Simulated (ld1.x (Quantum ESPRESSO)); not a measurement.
# Before and after: TM potential for K (Z = 19)

- Element: K (Z = 19)
- Generator: ld1.x (Quantum ESPRESSO) 7.5
- Type: norm-conserving Troullier–Martins (Kleinman–Bylander form)
- Functional: PBE
- Relativity: scalar-relativistic
- Frozen core: [Ne] 3s2
- Valence charge: 7
- Reference configuration: 3p6 4s1 4p0
- Partial waves: 3p (bound): rc 2.05 bohr; 3d channel at 0.05 Ry: rc 3.65 bohr; 4s (bound): rc 3.40 bohr
- Local potential: the s channel
- Core correction: Bessel-smoothed model core, default radius (core density twice the valence density)

Change: all radii but the core radius scaled by about 1.38 (s 4.68, p 2.82, d 5.02 bohr).

Cutoffs: the cutoffs (Ry, on a coarse ladder) from which the occupation-weighted sum of valence levels, in a spherical-Bessel basis at the reference potential, stays within 10 and 1 mRy of its value at 400 Ry; they do not see the model core or the augmentation charge, which bear on the density cutoff. Errors are all-electron minus pseudo energies relative to the spin-unpolarised reference configuration.

Problem. How do hardness, ghosts and transferability respond?

Solution. The potential gets softer (25 Ry and 40 Ry → 21 Ry and 35 Ry); of the 4 tests that both files solve, the error grows in 2 and shrinks in 1 by more than 15 % and 0.3 meV (median size 79.6 → 39.6 meV); neither file shows a bound ghost. A larger radius leaves more room for a smooth pseudo-wave, so fewer plane waves are needed.

```csv
quantity,base,changed
"cutoff, loose",25 Ry,21 Ry
"cutoff, tight",40 Ry,35 Ry
loose cutoff by channel (10 mRy a level),"p 21 Ry, s 6 Ry","p 18 Ry, s 6 Ry"
bound ghosts,none,none
"error for 3p6 4s0 4p0, meV [ΔE 4.31 eV]",-0.4,-6.5
"error for 3p6 4s0.5 4p0, meV [ΔE 1.64 eV]",+0.3,+0.7
"error for 3p6 4s0 4p1, meV [ΔE 1.55 eV]",-159,-169
"error for 3p5 4s1 4p0, meV [ΔE 24.93 eV]",-339,-73
```
